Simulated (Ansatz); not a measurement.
Reading a saddle point

A first-order saddle point of SiNH₃Cl₂O, singlet, PBE0-D4/def2-TZVP, with one imaginary mode of 1404i cm⁻¹:

```
8
angstrom
Si -0.8050 0.1593 0.1211
N 0.9846 -0.1755 -0.1295
O -1.0913 -0.9415 -0.9546
H 0.2901 -0.8941 -0.8523
Cl -1.1718 2.1198 -0.2791
Cl -1.2678 -0.1574 2.0766
H 1.5063 -0.6339 0.6073
H 1.5551 0.5231 -0.5896
```

Computed with Ansatz 0.2.0 (basis: def2-TZVPP and def2-QZVPP); correlated methods freeze the cores. Extrapolation: Hartree–Fock as exp(−7.88 √X), correlation as X^−2.97.

Which contacts change along the imaginary mode, and what lies on either side? (Judge from chemistry; the calculation decides.)

By the calculation: The step is SiNH₃Cl₂O ([NH2][Si]([OH])([Cl])[Cl]) → SiCl₂O ([O][Si]([Cl])[Cl]) + NH₃ (still joined by a long Si–N bond), with the molecules in contact on both sides. Shortening one way: N2–H4; lengthening the same way: Si1–N2, O3–H4.
```tsv
pair	one side (Å)	saddle (Å)	other side (Å)
N2–H4	2.94	1.23	1.02
Si1–N2	1.69	1.84	1.92
O3–H4	0.96	1.39	2.92
```

Which side is lower, and how far does the saddle lie above each? (To be estimated.)

Computed: The side with Si1–N2, O3–H4 short is lower by 1.154 eV; the saddle lies 1.841 eV above it and 0.687 eV above the other (CCSD(T) at an estimated basis limit (MP2 extrapolated from triple and quadruple zeta, plus CCSD(T) − MP2 in triple zeta); electronic energies).

No T1 diagnostic of these runs exceeds 0.013.

Labels in which every atom is bracketed show which atoms are joined, not bond orders.

For scale, one of the runs: CCSD(T)/def2-TZVPP, 230 basis functions, launched by `ansatz run in.yaml --threads 4 --pin off --events-out ev --progress --plain --max-ram 9574MiB`. Hardware: 4 CPU threads of a Oxide Virtual Turin-like, shared host. Wall time 79 s; peak host memory 3.7 GiB.
